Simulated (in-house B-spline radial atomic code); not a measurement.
**Ionising Mo with different functionals**

Computed with an all-electron radial atomic-structure program (B-spline basis): non-relativistic Hamiltonian, point nucleus, spin-polarised at highest spin, spherical fractional occupations for the functionals, and exact exchange of hybrids averaged over the configuration. The ionisation energy is the difference of two self-consistent energies, [Kr] 4d5 5s1 → [Kr] 4d5, without Breit or QED terms; ε is the level of the shell that loses the electron (its least bound occupied spin orbital). There is no spin-orbit coupling in this Hamiltonian.

| method | rung | ΔSCF (eV) | -ε(5s) (eV) |
| --- | --- | --- | --- |
| PBE0 | global hybrid | 6.79 | 4.81 |
| B3LYP | global hybrid | 6.84 | 4.67 |
| TPSSh | global hybrid | 6.76 | 4.41 |
| M06-2X | global hybrid | 6.50 | 5.38 |
| BHandHLYP | global hybrid | ? | ? |
| r2SCAN0 | global hybrid | 6.84 | 5.05 |
| B97-1 | global hybrid | 6.55 | 4.51 |
| HSE06 | range-separated hybrid | 6.83 | 4.46 |
| wB97X | range-separated hybrid | 6.14 | 6.07 |
| CAM-B3LYP | range-separated hybrid | 6.62 | 5.64 |
| LC-wPBE | range-separated hybrid | ? | ? |

(1) What does LC-wPBE give?

(2) What does BHandHLYP give?

(3) Among the functionals, which spreads more, the ΔSCF values or the orbital energies?

(4) How do they compare with the NIST value?

Answers

(1) ΔSCF 6.41 eV, and -ε(5s) = 6.51 eV.

(2) ΔSCF 6.39 eV, and -ε(5s) = 5.11 eV.

(3) The orbital energies: ΔSCF values span about 0.70 eV and the orbital energies 2.11 eV.

(4) NIST lists 7.092 eV (measured, ground level to ground level). Errors run from -0.95 to -0.25 eV; B3LYP is closest (-0.25 eV), but part of that can be cancellation, since the calculations leave out relativity, Breit-QED terms, multiplet and fine-structure energies.
